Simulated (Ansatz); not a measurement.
`O[Si](O)(F)F` → `OF` + `O[Si]F` at 700 K and 1 bar (silylene formation by 1,1-elimination).

Isolated molecules relaxed with PBE0-D4/def2-TZVP in Ansatz; ΔE leaves out vibrations. CCSD(T)/CBS is the MP2 limit (def2-TZVPP, def2-QZVPP) plus CCSD(T) − MP2 in def2-TZVPP, frozen cores. This one scheme is used for every species. One conformer a species, not always the lowest.

```csv
species,CCSD(T)/CBS energy (Eh),H − E (kJ/mol),S (J/(mol·K))
`O[Si](O)(F)F`,-640.47553,157.0,417.1
`OF`,-175.42775,63.3,259.3
`O[Si]F`,-464.72778,80.2,319.6
```

H − E and S are ideal-gas, rigid-rotor, harmonic terms from PBE0-D4/def2-TZVP, for one conformer and one mirror image of each species. 1 Eh = 2625.50 kJ/mol, R = 8.31446 J/(mol·K).

Task: By hand: ΔE, ΔH, ΔS and ΔG.

Result: ΔE = (-175.42775) + (-464.72778) − (-640.47553) = 0.32000 Eh = 840.2 kJ/mol. Δ(H − E) = 63.3 + 80.2 − 157.0 = -13.5, so ΔH = 826.7 kJ/mol. ΔS = 259.3 + 319.6 − 417.1 = 161.8 J/(mol·K). ΔG = 826.7 − 700 × (161.8)/1000 = 713.4 kJ/mol.

Task: By hand: the equilibrium constant, and the temperature at which ΔG would vanish if ΔH and ΔS stayed fixed.

Result: log₁₀ K = −ΔG/(RT ln 10) = -53.2. ΔG = 0 at ΔH/ΔS = 5109 K, far beyond where these terms or the molecules hold.

The number of gas molecules changes by +1, which sets the sign of ΔS. A doubt of 5 kJ/mol in ΔE shifts log₁₀ K by 0.4 here. Other conformers and mirror images would add mixing entropy, several J/(mol·K) or more a flexible species. These are equilibria of isolated gas molecules and say nothing of rates. Largest T1 diagnostic: 0.015 (customary marks: 0.02 for closed shells, 0.045 for open ones).
